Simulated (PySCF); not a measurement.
Correlation energy of Sb²⁺ (antimony, charge +2)

[Kr] 4d10 5s1 5p2, high-spin 4P determinant (an excited configuration). Computed with PySCF 2.14 in aug-cc-pwCVTZ-DK3, with the spin-free X2C one-electron Hamiltonian (Gaussian nucleus). Frozen: [Ar] 3d10; 21 electrons correlated.

MP2 pair energies summed by pair of shells (mhartree):

```json
{"pair": "4d-4d", "energy": "-329.81", "share (%)": "51.0"}
{"pair": "4p-4d", "energy": "-126.46", "share (%)": "19.6"}
{"pair": "4d-5p", "energy": "-50.38", "share (%)": "7.8"}
{"pair": "4p-4p", "energy": "-40.73", "share (%)": "6.3"}
{"pair": "4d-5s", "energy": "-30.51", "share (%)": "4.7"}
{"pair": "4s-4d", "energy": "-29.21", "share (%)": "4.5"}
{"pair": "4s-4p", "energy": "-15.88", "share (%)": "2.5"}
{"pair": "4p-5p", "energy": "-6.09", "share (%)": "0.9"}
{"pair": "4p-5s", "energy": "-4.85", "share (%)": "0.7"}
{"pair": "5p-5p", "energy": "-4.51", "share (%)": "0.7"}
{"pair": "4s-4s", "energy": "-3.39", "share (%)": "0.5"}
{"pair": "5s-5p", "energy": "-3.19", "share (%)": "0.5"}
{"pair": "4s-5p", "energy": "-0.84", "share (%)": "0.1"}
{"pair": "4s-5s", "energy": "-0.64", "share (%)": "0.1"}
```

Total MP2 correlation energy: -646.48 mhartree.

Same-spin part -231.42 and opposite-spin part -415.06 mhartree; SCS-MP2 scales them by 1/3 and 6/5 to -575.21 mhartree.
